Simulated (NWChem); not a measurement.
Species: CH$_{4}$FGaO$_{2}$; SMILES [O]([Ga]([OH])[F])C

```xyz
9

Ga     0.0135     0.3554     0.0001
F      1.0595     1.7505    -0.0005
O     -1.7415     0.5825     0.0002
H     -2.0037     1.5096    -0.0006
O      0.7625    -1.2349     0.0013
C      0.0491    -2.4450    -0.0010
H      0.3143    -3.0360    -0.8947
H      0.3198    -3.0420     0.8870
H     -1.0477    -2.3131     0.0029
```
Atoms are numbered in this order, from 1.

Program: NWChem. The geometry was optimised at PBE0/def2-SVP.

For level B3LYP/def2-SVP:

```
Quantity                     Value
---------------------------  -----
highest occupied level (eV)  -7.86
orbital gap (eV)              6.45
```

### Question
Estimate the same quantities for level OLYP/def2-SVP.

### Answer
| Item | Result |
|---|---|
| highest occupied level (eV) | -6.41 |
| orbital gap (eV) | 4.56 |
